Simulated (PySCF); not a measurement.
Krypton: a sound run and one with changed settings

Sound run: Kr [Kr], Kr⁺ [Ar] 3d10 4s2 4p5. All numbers are calculated (PySCF 2.14, scalar relativity by spin-free X2C-1e, in jorge-DZP-DKH (8s6p2d1f, 43 functions)). The sound run starts from symmetry-adapted Hartree-Fock orbitals and uses a fine grid where one is needed.

A second run was set up differently.

```
species  method  sound run (hartree)  changed run (hartree)  converged
     Kr     UHF          -2788.01286            -2788.01283         no
     Kr  r2SCAN          -2789.84256            -2789.84121         no
     Kr    PBE0          -2789.56310            -2789.56221         no
    Kr⁺     UHF          -2787.52729            -2787.52537         no
    Kr⁺  r2SCAN          -2789.31889            -2789.30294         no
    Kr⁺    PBE0          -2789.04348            -2789.03173         no
```

Problem. What was changed?
A. level shift left on
B. all electrons correlated in a valence basis
C. too few SCF iterations
D. minimal basis

Solution. C. It used initial guess minao, at most 2 SCF cycles. The SCF was stopped early; the energies are upper bounds that still move, and correlated levels were skipped or rest on poor orbitals.
